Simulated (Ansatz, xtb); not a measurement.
C6H9ClSi: 9 structures ranked

9 gas-phase structures of C6H9ClSi, from a drawn sample of its isomers (lower ones may exist). Each was relaxed with GFN2-xTB; where two conformers were screened, the lower at r2SCAN-D4/def2-SVP is listed:

A. `C=C[C@@H]1C=C([SiH2]Cl)C1`, a singlet
B. `[SiH3]C1=C(Cl)CCC=C1`, a singlet
C. `Cl[C@@H]1C=CC=CC[SiH2]1`, a singlet
D. `C=C1C[SiH2]/C(=C/Cl)C1`, a singlet
E. `ClC1=C[C@@H]2CC[C@H]1[SiH2]2`, a singlet
F. `Cl[C@@]12C[SiH2]C=C[C@@H]1C2`, a singlet
G. `CC#C[Si]1(Cl)CCC1`, a singlet
H. `C=C1C=C[SiH2]C[C@@H]1Cl`, a singlet
I. `C#C[C@@H]1CC[Si@@]1(C)Cl`, a singlet

Which do you expect lowest at r2SCAN-D4/def2-SVP, and how would the others follow?

Calculated order at r2SCAN-D4/def2-SVP: G (0.000), I (0.316), H (0.530), E (0.594), B (0.670), A (0.743), C (0.771), D (0.845), F (0.949) eV. Less than 1 kcal/mol parts A and C, so the order within that pair means little.

Energies above the lowest of each column, in eV; the last columns are at B3LYP-D3(BJ)/def2-SVP geometries and were run for some of them only (a dash: not run or not comparable):

| structure | GFN2-xTB | HF/STO-3G | r2SCAN-D4/def2-SVP | B3LYP-D3(BJ)/def2-SVP | CCSD(T)/def2-SVP + ΔMP2/def2-TZVPP |
| --- | --- | --- | --- | --- | --- |
| G | 0.686 | 0.000 | 0.000 | 0.000 | 0.000 |
| I | 0.955 | 0.404 | 0.316 | 0.266 | 0.282 |
| H | 0.703 | 1.338 | 0.530 | 0.492 | 0.757 |
| E | 0.000 | 0.524 | 0.594 | 0.739 | – |
| B | 0.098 | 1.378 | 0.670 | 0.660 | – |
| A | 0.408 | 1.520 | 0.743 | 0.702 | – |
| C | 0.903 | 1.535 | 0.771 | – | – |
| D | 0.745 | 1.490 | 0.845 | – | – |
| F | 0.683 | 1.277 | 0.949 | – | – |

CCSD(T)/def2-SVP + ΔMP2/def2-TZVPP puts G lowest of those it was run on; GFN2-xTB picks E. Flexible structures stand in one conformer each, not always the lowest. G keeps a small imaginary mode. Frequencies (GFN2-xTB) were run for G, H, I alone. The ΔMP2 step shifts differences by up to 0.241 eV, which makes them less sure. ΔMP2 is the change of the MP2 energy from the smaller to the larger basis.

Over these structures GFN2-xTB departs from r2SCAN-D4/def2-SVP by 0.386 eV on average once a common shift is removed. A GFN2-xTB relaxation took about 0.13 s and the r2SCAN-D4/def2-SVP energy about 3.3 s on a shared host (Ansatz 0.2.0, xtb 6.7.1).
